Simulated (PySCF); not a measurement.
In(H)(Br)(OH) (BrH₂InO), SMILES [OH][InH][Br]. Atoms are numbered in the order given.

```xyz
5

In    -0.3217     0.7994     0.0000
H     -1.9183     1.4299     0.0000
Br     0.1475    -1.6529     0.0000
O      1.4056     1.8099     0.0000
H      1.2730     2.7689     0.0000
```

Coordinates come from a B3LYP-D3(BJ)/def2-SVP optimisation. The def2 effective core potentials stand for the cores of In; spin–orbit coupling is left out. One conformer was computed; it need not be the lowest.

Level of theory: ωB97X/def2-TZVPD run with PySCF.

Symmetry labels are those of the subgroup Cs that the program uses (full group Cs).

Computed valence orbital energies around the gap with their symmetry:
| orbital | symmetry | energy (eV) |
|---|---|---|
| HOMO−7 | A' | -23.42 |
| HOMO−6 | A' | -16.00 |
| HOMO−5 | A' | -14.37 |
| HOMO−4 | A' | -11.80 |
| HOMO−3 | A" | -11.53 |
| HOMO−2 | A' | -11.47 |
| HOMO−1 | A" | -10.69 |
| HOMO | A' | -10.51 |
| LUMO | A" | 0.04 |
| LUMO+1 | A' | 0.14 |
| LUMO+2 | A' | 1.16 |
| LUMO+3 | A' | 1.44 |
